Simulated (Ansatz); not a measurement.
Consider the redistribution: `S[SiH2]CCl` + `N[SiH](F)Cl` → `ClC[SiH2]Cl` + `N[SiH](F)S`.

Isolated molecules relaxed with PBE0-D4/def2-TZVP in Ansatz; ΔE leaves out vibrations. CCSD(T)/CBS adds triple-zeta CCSD(T) − MP2 to the extrapolated MP2 energy (def2 sets, frozen cores). DFT in def2-TZVPP. Each species was taken in one conformer, which may not be the lowest.

**Question.** Is it downhill or uphill in electronic energy at CCSD(T)/CBS, and by how much? (Estimate.)

**Answer.** Ansatz gave: Nearly level: ΔE = +0.01 eV.

**Question.** What do these levels give: LDA (SPW92), PBE-D4, revPBE-D4, BLYP-D4, B2PLYP, LC-ωPBE, RPA@PBE/def2-TZVPP, CCSD/def2-SVP, SCS-MP2/def2-TZVPP, CCSD/def2-TZVPP, CCSD(T)/def2-TZVPP, MP2/def2-QZVPP? (An estimate is asked.)

**Answer.** Ansatz gave: LDA (SPW92) 0.00, PBE-D4 0.00, revPBE-D4 0.01, BLYP-D4 0.00, B2PLYP 0.00, LC-ωPBE 0.00, RPA@PBE/def2-TZVPP 0.01, CCSD/def2-SVP 0.01, SCS-MP2/def2-TZVPP 0.01, CCSD/def2-TZVPP 0.01, CCSD(T)/def2-TZVPP 0.01, MP2/def2-QZVPP 0.01 eV.

Largest T1 diagnostic among the species: 0.011.

Leaving LDA and LC-ωPBE aside and taking each functional with its dispersion term where it has one, the values, not all of them listed here, spread over 0.01 eV, from BLYP-D4 to r2SCAN0-D4.
